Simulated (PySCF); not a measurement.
## MgTl⁺: frontier orbitals

M06-2X at R = 3.345 Å; basis Mg aug-cc-pVDZ, Tl aug-cc-pVDZ-PP with ECP60; scalar-relativistic core potentials; PySCF 2.14. State: ¹Σ⁺ (singlet), closed shell. Only the outer orbitals are listed, counted within each symmetry, core potentials removing the inner ones.

| orbital | occ. | ε (eV) | on Mg (%) | main shells (%) |
| --- | --- | --- | --- | --- |
| 1δ | 2 | -25.49 | 0 | 100 Tl d |
| 1δ | 2 | -25.49 | 0 | 100 Tl d |
| 3π | 2 | -25.42 | 0 | 100 Tl d |
| 3π | 2 | -25.42 | 0 | 100 Tl d |
| 6σ | 2 | -25.41 | 0 | 100 Tl d |
| 7σ | 2 | -16.75 | 2 | 97 Tl s |
| 8σ | 2 | -10.82 | 79 | 78 Mg s, 16 Tl p |
| 4π | 0 | -5.89 | 10 | 89 Tl p, 9 Mg p |
| 4π | 0 | -5.89 | 10 | 89 Tl p, 9 Mg p |
| 9σ | 0 | -5.73 | 42 | 62 Tl p, 22 Mg s, 19 Mg p |

Q: Which are the highest filled and the lowest empty level, where do they sit, and how wide is the gap?

A: Highest filled 8σ at -10.82 eV (in %: 78 Mg s, 16 Tl p); lowest empty 4π at -5.89 eV (in %: 89 Tl p, 9 Mg p); the gap at M06-2X is 4.93 eV.

| Item | Value |
| --- | --- |
| bond order (Mayer) | 0.61 |
| ⟨S²⟩ | 0.000 |
| charge on Mg (Mulliken, basis-dependent) | 0.37 |
| charge on Mg (Löwdin, basis-dependent) | 0.47 |
| dipole moment (positive dipole points towards Tl; it is taken about the centre of mass and depends on that origin) | -4.31 D |

Closed-shell solutions of metal pairs were not tested for spin polarisation, which can lower them a little. Spin–orbit coupling is left out.
